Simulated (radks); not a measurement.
Al IV, 10 electrons, occupied as [He] 2s2 2p5 3p1 (not the ground configuration). Method: Dirac Kohn-Sham, OLYP, spin-unpolarised, spherical densities, point nucleus; open shells fill j = l - 1/2 first; computed with a radial shooting solver on a logarithmic mesh with Libxc functionals.

Unscreened Slater integrals over Kohn-Sham orbitals (cm^-1). Large and small components are both included. Empty in this configuration: 3p3/2.

integral          value
F0(3p1/2,3p1/2)   93038
F0(3p1/2,2p3/2)  125390
G2(3p1/2,2p3/2)  9577.5
F0(3p1/2,2p1/2)  125440
G0(3p1/2,2p1/2)  9648.9
F0(3p1/2,2s1/2)  124080
G1(3p1/2,2s1/2)  7560.7
F0(3p1/2,3p3/2)   92955
G2(3p1/2,3p3/2)   47804
F0(2p3/2,2p3/2)  354520
F2(2p3/2,2p3/2)  163640
F0(2p3/2,2p1/2)  355120
G2(2p3/2,2p1/2)  163710
F0(2p3/2,2s1/2)  339410
G1(2p3/2,2s1/2)  203010
F0(2p3/2,3p3/2)  125190
F2(2p3/2,3p3/2)   23068
G0(2p3/2,3p3/2)  9628.3
G2(2p3/2,3p3/2)  9585.2
F0(2p1/2,2p1/2)  355720
F0(2p1/2,2s1/2)  339910
G1(2p1/2,2s1/2)  203010
F0(2p1/2,3p3/2)  125240
G2(2p1/2,3p3/2)  9578.2
F0(2s1/2,2s1/2)  329580
F0(2s1/2,3p3/2)  123880
G1(2s1/2,3p3/2)  7578.8
F0(3p3/2,3p3/2)   92872
F2(3p3/2,3p3/2)   47767
